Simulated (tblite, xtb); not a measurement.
CHCl₃, charge +1, doublet, geometry from GFN2-xTB (a state made from the parent by changing its charge; the spin is typed, not shown lowest). Base run: GFN1-xTB (xtb).

Geometry (Å):
```xyz
5

Cl    -0.7981     1.5193    -0.0737
C      0.0049     0.0031     0.3622
Cl    -0.9185    -1.4508    -0.0469
Cl     1.7137    -0.0703    -0.0941
H      0.0199     0.0125     1.4786
```
Charge +1, spin multiplicity 2.
All else is at xtb's defaults.
Base energy -14.83080 Eh.

Programs used: tblite, xtb; a row that names a program was run with it.

Each row names what was changed in the base input (with any setting that the change needs).

```tsv
change	ΔE vs base (kJ/mol)	SCF cycles
base	0.00	7
program = tblite; method = gfn1; option = (--alpb, water)	-210.0	-
acc = 30	0.00	6
program = tblite; method = gfn1	0.00	-
alpb = ch2cl2	-210.3	7
acc = 0.0001	0.00	11
```

ALPB and GBSA are two models with their own fitted parameters for each solvent, which aren't always the measured dielectric constant.
